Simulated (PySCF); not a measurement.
Which level of theory gave which numbers?

Compound: CH₅Cl₂Ga₂N.
Bonds: C1–N2 (double), N2–Ga3, Ga3–Cl4, Cl4–Ga5, Ga5–Cl6, Ga3–Cl6. Hydrogens: H7, H8 on C1; H9 on Ga3; H10, H11 on Ga5.

The closed-shell ground state was solved 7 times with PySCF (density fitting, gas phase), always in the def2-SVPD basis (210 functions), with these functionals: B3LYP, CAM-B3LYP, HF, LC-wPBE, LDA, PBE0 and wB97X-D. Isolated species at its PBE0-D3(BJ)/def2-SVP geometry (one conformer only). The calculation is non-relativistic and has no spin–orbit coupling, an omission that weighs most on gallium.

```json
{"row": "P", "total energy (Eh)": "-4864.4290", "HOMO (eV)": "-9.55", "LUMO (eV)": "0.91", "dipole (D)": "1.14"}
{"row": "Q", "total energy (Eh)": "-4865.4546", "HOMO (eV)": "-8.24", "LUMO (eV)": "-0.23", "dipole (D)": "1.11"}
{"row": "R", "total energy (Eh)": "-4855.4176", "HOMO (eV)": "-5.64", "LUMO (eV)": "-2.50", "dipole (D)": "1.04"}
{"row": "S", "total energy (Eh)": "-4864.3230", "HOMO (eV)": "-6.86", "LUMO (eV)": "-1.23", "dipole (D)": "1.05"}
{"row": "T", "total energy (Eh)": "-4865.3288", "HOMO (eV)": "-8.74", "LUMO (eV)": "0.52", "dipole (D)": "1.12"}
{"row": "U", "total energy (Eh)": "-4860.0009", "HOMO (eV)": "-10.22", "LUMO (eV)": "1.60", "dipole (D)": "1.26"}
{"row": "V", "total energy (Eh)": "-4865.3708", "HOMO (eV)": "-6.66", "LUMO (eV)": "-1.47", "dipole (D)": "1.05"}
```

**Question.** Which functional belongs to which row?

**Answer.** P = LC-wPBE, Q = CAM-B3LYP, R = LDA, S = PBE0, T = wB97X-D, U = HF, V = B3LYP. By rising HOMO–LUMO gap: LDA (LDA) 3.14 eV; B3LYP (global hybrid, 20 % exact exchange) 5.19 eV; PBE0 (global hybrid, 25 % exact exchange) 5.63 eV; CAM-B3LYP (range-separated hybrid) 8.01 eV; wB97X-D (range-separated hybrid) 9.26 eV; LC-wPBE (range-separated hybrid) 10.46 eV; HF (all exact exchange) 11.82 eV. Total energies of different functionals aren't bounds to one another; each is stationary for its own functional.

Conformer computed: `[CH2:1]=[N:2][GaH-:3]1[Cl+:4][GaH2-:5][Cl+:6]1`: C1–N2–Ga3–Cl4 -128°.

The pairwise dispersion term of wB97X-D wasn't added to the energies; at a given geometry it leaves orbitals and properties as they are.
